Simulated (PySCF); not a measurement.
# Relaxation of singlet SeCl4

Level of theory: PBE0 in PySCF with Se def2-TZVP, Cl def2-TZVP; no relativity; density-fitted integrals. A (50,194) grid was used.

A start at the PBE0 minimum, with no symmetry imposed:

```xyz
5
charge 0 multiplicity 1, angstrom
Se   -0.1112   -0.0561   -0.0361
Cl    1.4026   -1.0962    1.2650
Cl    1.3522    1.2512   -1.0824
Cl   -1.3664   -1.4674   -1.5040
Cl   -1.1341    1.4405    1.4039
```

(1) What forces act on the atoms at the start (eV/Å)?

(2) What does it relax to?

(3) How much energy is released, and in how many steps?

## Answers

(1) 
```json
{"atom": "Se1", "Fx": "0.13", "Fy": "0.20", "Fz": "0.34"}
{"atom": "Cl2", "Fx": "-0.31", "Fy": "0.05", "Fz": "-0.20"}
{"atom": "Cl3", "Fx": "-0.32", "Fy": "-0.19", "Fz": "-0.01"}
{"atom": "Cl4", "Fx": "0.28", "Fy": "0.16", "Fz": "0.10"}
{"atom": "Cl5", "Fx": "0.22", "Fy": "-0.21", "Fz": "-0.23"}
```

(2) It ends at C2v with Se–Cl 2.139 Å (×2), Se–Cl 2.323 Å (×2); Cl–Se–Cl 91.3° (×4), Cl–Se–Cl 102.1°, Cl–Se–Cl 175.7° (after a last refinement on a finer grid). A frequency run shows a minimum. Other isomers or separated fragments may lie lower.

(3) 57.9 kJ/mol in 13 steps.
